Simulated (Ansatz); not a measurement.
The first iterations of a band of BH5N2 + BrH (10 atoms, charge 0, multiplicity 1).

Theory: RKS revPBE-D4/def2-SVP (Ansatz).

```yaml
movable_images: 7
climbing_image: yes
spring: 0.5 eV/Å²
optimiser: quadratic models (default)
start_path: through a guess of the saddle point
force_threshold: 0.03 eV/Å
iteration_limit: 60
end_points: relaxed
```

First end point:

```xyz
10
Properties=species:S:1:pos:R:3
B 0.006 -0.194 -0.215
H -0.006 -0.412 0.993
N 1.268 -0.098 -0.858
H 2.145 -0.187 -0.349
H 1.393 0.082 -1.854
N -1.245 -0.065 -0.873
H -2.129 -0.114 -0.372
H -1.355 0.122 -1.870
Br -0.313 2.613 2.151
H -0.171 1.315 1.517
```

Last end point:

```xyz
10
Properties=species:S:1:pos:R:3
B -0.134 0.699 -0.752
H 0.288 -0.280 3.095
N 1.155 0.144 -0.943
H 1.321 -0.736 -1.430
H 1.995 0.597 -0.594
N -1.350 0.127 -1.203
H -1.406 -0.759 -1.703
H -2.252 0.564 -1.026
Br -0.247 2.410 0.232
H 0.223 0.296 2.594
```

| iteration | highest image above the first end (eV) | largest band force component (eV/Å) |
| --- | --- | --- |
| 1 | 3.540 | 13.291 |
| 2 | 2.037 | 1.649 |
| 3 | 1.590 | 1.314 |
| 4 | 1.304 | 0.992 |
| 5 | 1.040 | 1.071 |
| 6 | 0.890 | 0.806 |
| 7 | 0.735 | 0.595 |
| 8 | 0.649 | 0.434 |
| 9 | 0.659 | 0.884 |
| 10 | 0.680 | 0.500 |
| 11 | 0.705 | 0.504 |
| 12 | 0.849 | 0.776 |
| 13 | 1.061 | 1.851 |
| 14 | 1.123 | 1.010 |
| 15 | 1.159 | 0.655 |
| 16 | 1.138 | 0.509 |
| 17 | 1.125 | 0.604 |
| 18 | 1.118 | 0.345 |
| 19 | 1.117 | 0.156 |
| 20 | 1.116 | 0.196 |

Problem. Does the band converge within its limit, and where does its top end?

Solution. The run ended unconverged. It ended after 60 iterations with the highest image 1.116 eV above the first end. The band didn't meet its force threshold, so its energies are provisional: the largest band force was still 0.21 eV/Å, and over the last iterations the top stayed at 1.12 eV. Neighbouring images lie up to 3.5 Å apart, so the band is torn or far too coarse. Inner images lie below an end point, which means an intermediate or an end that isn't the lowest structure nearby. The orbitals stay closed-shell, which can raise the energy where a bond breaks towards radicals; this wasn't checked here.

Run time: 11 min on 2 threads of Arm Neoverse V1 (shared host), peak memory 0.17 GiB.
